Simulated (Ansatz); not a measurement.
`C[CH2][Sn]([CH2]C)([CH2]C)[CH2]C`, relaxed with RKS PBE-D4/def2-SVP in Ansatz from a rough embedded geometry. The force threshold is 0.03 eV/Å; the program also tests the step.

Charge 0, multiplicity 1. Sn takes the def2 core potential.

Start:

```xyz
29

C     1.611    0.410    2.530
C     1.841    0.695    1.097
Sn    0.258   -0.077   -0.137
C    -1.468    0.965    0.186
C    -2.575    0.633   -0.804
C    -0.025   -2.191    0.224
C    -0.953   -2.388    1.376
C     0.887    0.143   -2.218
C     1.043    1.641   -2.558
H     1.550   -0.710    2.696
H     2.321    0.851    3.177
H     0.573    0.789    2.819
H     2.759    0.223    0.827
H     1.873    1.792    0.938
H    -1.309    2.107    0.142
H    -1.908    0.735    1.206
H    -3.524    1.157   -0.617
H    -2.253    0.881   -1.852
H    -2.790   -0.450   -0.782
H     0.913   -2.644    0.455
H    -0.460   -2.650   -0.666
H    -0.538   -1.868    2.310
H    -1.950   -1.985    1.175
H    -1.103   -3.474    1.596
H     0.102   -0.238   -2.886
H     1.777   -0.404   -2.393
H     0.116    2.238   -2.371
H     1.358    1.752   -3.611
H     1.876    2.065   -1.860
```

```json
{"step": "1", "energy (eV)": "-14434.7147", "largest force (eV/Å)": "3.266", "largest move (Å)": "0.000"}
{"step": "2", "energy (eV)": "-14435.4212", "largest force (eV/Å)": "0.884", "largest move (Å)": "0.191"}
{"step": "3", "energy (eV)": "-14435.4808", "largest force (eV/Å)": "0.200", "largest move (Å)": "0.112"}
{"step": "4", "energy (eV)": "-14435.4902", "largest force (eV/Å)": "0.130", "largest move (Å)": "0.054"}
{"step": "5", "energy (eV)": "-14435.4982", "largest force (eV/Å)": "0.019", "largest move (Å)": "0.048"}
```

End:

```xyz
29

C     1.596    0.403    2.629
C     1.878    0.673    1.148
Sn    0.325   -0.101   -0.195
C    -1.546    0.986    0.161
C    -2.653    0.614   -0.827
C    -0.042   -2.223    0.245
C    -0.994   -2.435    1.426
C     0.905    0.216   -2.287
C     1.087    1.696   -2.634
H     1.543   -0.684    2.849
H     2.384    0.825    3.290
H     0.631    0.846    2.957
H     2.843    0.221    0.835
H     1.966    1.762    0.948
H    -1.314    2.071    0.115
H    -1.855    0.776    1.207
H    -3.599    1.162   -0.627
H    -2.366    0.840   -1.876
H    -2.897   -0.469   -0.789
H     0.945   -2.695    0.435
H    -0.439   -2.693   -0.679
H    -0.604   -1.982    2.362
H    -1.990   -1.981    1.242
H    -1.166   -3.514    1.637
H     0.117   -0.249   -2.918
H     1.835   -0.361   -2.474
H     0.159    2.279   -2.459
H     1.366    1.847   -3.700
H     1.884    2.170   -2.023
```

Hardware: 5 threads of an AMD EPYC 7R13 on a shared host and a share of an NVIDIA H100 80 GB. Wall time 13 s, peak host memory 0.91 GiB.
